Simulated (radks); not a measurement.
The cadmium ion Cd2+ inside a hard spherical wall (all orbitals vanish at R), configuration held at [Kr] 4d10 and not refilled when levels cross. Method: scalar-relativistic Kohn-Sham, LDA (Slater exchange, Perdew-Wang correlation), spin-polarised, spherical densities, finite nucleus; Fermi nuclear charge, rms radius 4.6087 fm; computed with a radial shooting solver on a logarithmic mesh with Libxc functionals. Eigenvalues in eV for spin up, with the zero of energy where the potential of the charges vanishes at infinity; a dash marks a level that is unbound or too diffuse for the functional's potential to be trusted. A positive occupied level is held by the wall or, in an anion where self-interaction has pushed it up, behind a barrier. The pressure on the wall is -dE/dV.

R (bohr)  E (hartree)  kinetic (hartree)    e(3d)    e(4s)    e(4p)    e(4d)  e(5s, empty)  e(5p, empty)  pressure (GPa)
free      -5588.48846           5813.424  -412.89  -124.85  -86.024  -30.710       -21.651       -14.720               0
20        -5588.48846           5813.424  -412.89  -124.85  -86.024  -30.710       -21.651       -14.720        < 0.0001
15        -5588.48846           5813.424  -412.89  -124.85  -86.024  -30.710       -21.651       -14.720        < 0.0001
12        -5588.48846           5813.424  -412.89  -124.85  -86.024  -30.710       -21.651       -14.720        < 0.0001
8         -5588.48846           5813.424  -412.89  -124.85  -86.024  -30.710       -21.650       -14.706        < 0.0001
5         -5588.48642           5813.448  -412.79  -124.77  -85.940  -30.632       -21.251       -13.553           0.488
3         -5588.17656           5815.459  -407.40  -120.33  -81.698  -26.274        -8.440         5.063             206
2.5       -5587.34256           5819.909  -398.82  -113.89  -75.443  -19.225        11.142        29.355            1150
